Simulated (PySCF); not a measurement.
# Working out the excitation energy of O²⁺

O²⁺ [He] 2s2 2p2 (3P) → O²⁺ [He] 2s2 2p1 3d1 (high-spin determinant). Calculation: PySCF 2.14, in aug-cc-pwCVDZ; the non-relativistic Hamiltonian (point nucleus). Frozen: nothing. Energies in hartree (1 hartree = 27.21139 eV):

```
             part  O²⁺ (lower)  O²⁺ (upper)
              UHF   -73.084954   -71.458322
MP2 opposite-spin    -0.077053    -0.156222
    MP2 same-spin    -0.012538    -0.009217
```

**Question.** What does Hartree-Fock give?

**Answer.** (-71.458322) − (-73.084954) = 1.626632 hartree = 44.263 eV.

**Question.** What do MP2 and SCS-MP2 (6/5 opposite-spin, 1/3 same-spin) give?

**Answer.** The opposite-spin parts differ by -2.154 eV and the same-spin parts by 0.090 eV. MP2: 44.263 + (-2.154) + (0.090) = 42.199 eV. SCS-MP2: 44.263 + 1.2 × (-2.154) + (0.090)/3 = 41.708 eV.

One determinant mixes LS terms, so it does not stand for a single term.

A double-zeta basis recovers only part of the correlation energy.
